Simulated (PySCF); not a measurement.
Sn(F)2(Br)(NH2) (BrF2H2NSn), SMILES [Sn]([Br])([NH2])([F])[F].

The structure is a stationary point at PBE0-D3(BJ)/def2-SVP. A frequency run showed that this geometry is not a minimum. The structure was generated by enumeration; whether it is a known compound was not checked. The def2 effective core potentials stand for the cores of Sn; spin–orbit coupling is left out. The values are those of a single conformer.

Level of theory: PBE/def2-TZVP in PySCF.

```
Property                                                                                                         Value
---------------------------------------------------------------------------------------------  -----------------------
total energy                                                                                       -3043.69861 hartree
highest occupied level                                                                                        -7.32 eV
lowest empty level                                                                                            -3.60 eV
orbital gap                                                                                                    3.72 eV
dipole moment                                                                                                   2.60 D
quadrupole, principal values (traceless, Buckingham form, about the centre of nuclear charge)  -8.78, -4.40, 13.19 D·Å
mean static polarisability                                                                        64.5 bohr³ (9.55 Å³)
polarisability, principal values                                                                53.4, 59.4, 80.6 bohr³
```
